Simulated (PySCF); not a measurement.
C₄H₇FSi, SMILES C[Si@H]1C=C[C@H]1F.

Geometry optimised at B3LYP-D3(BJ)/def2-SVP. The structure was generated by enumeration; whether it is a known compound was not checked.

Two levels are set side by side: TDA-PBE/def2-SVPD (PySCF) and TDA-LC-ωPBE/def2-SVPD (PySCF). Vertical, same geometry. The lowest singlet is HOMO→LUMO 92 % with PBE and HOMO→LUMO 66 %, HOMO−1→LUMO 17 % with the other functional; states are paired by order. Differences are taken from unrounded values.

```json
[
 {"quantity": "lowest singlet excitation (eV)", "TDA-PBE": "4.97"},
 {"quantity": "lowest triplet excitation (TDA) (eV)", "TDA-PBE": "4.32"},
 {"quantity": "first bright state (f over 0.05) (eV)", "TDA-PBE": "7.18"},
 {"quantity": "its oscillator strength", "TDA-PBE": "0.08"}
]
```

These are the TDA-PBE values. What does TDA-LC-ωPBE give? (An estimate is asked for; the answer gives what the named calculation found.)


```json
[
 {"quantity": "lowest singlet excitation (eV)", "TDA-LC-ωPBE": "6.37", "TDA-PBE minus TDA-LC-ωPBE": "-1.40"},
 {"quantity": "lowest triplet excitation (TDA) (eV)", "TDA-LC-ωPBE": "4.17", "TDA-PBE minus TDA-LC-ωPBE": "0.15"},
 {"quantity": "first bright state (f over 0.05) (eV)", "TDA-LC-ωPBE": "7.42", "TDA-PBE minus TDA-LC-ωPBE": "-0.24"},
 {"quantity": "its oscillator strength", "TDA-LC-ωPBE": "0.07", "TDA-PBE minus TDA-LC-ωPBE": "0.01"}
]
```

Functionals without exact exchange tend to place singlet excitations lower, as here. Differences between two approximate levels are no errors against the true value.

Rough cost on one machine, each run with all the roots and properties that it gave: TDA-LC-ωPBE against TDA-PBE about 3 times.
